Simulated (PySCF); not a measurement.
BiH3, SMILES [BiH3]. Atoms are numbered in the order given.

```xyz
4

Bi     0.0000     0.0000     0.0359
H      1.2759    -0.7366    -0.9925
H      0.0000     1.4732    -0.9925
H     -1.2759    -0.7366    -0.9925
```
Charge 0, spin multiplicity 1.

Coordinates come from a B3LYP-D3(BJ)/def2-TZVPD optimisation. The def2 effective core potentials stand for the cores of Bi; spin–orbit coupling is left out.

Computed with ωB97X/def2-TZVPD (PySCF).

Gas-phase values at a fixed geometry.

| Item | Result |
|---|---|
| total energy | -216.44266 hartree |
| point group | C3v |
| highest occupied level | -9.85 eV |
| lowest empty level | 1.25 eV |
| orbital gap | 11.11 eV |
| dipole moment | 1.19 D |
| quadrupole, principal values (traceless, Buckingham form, about the centre of nuclear charge) | -1.66, 0.83, 0.83 D·Å |
| mean static polarisability | 52.1 bohr³ (7.71 Å³) |
| polarisability, principal values | 51.5, 51.5, 53.2 bohr³ |
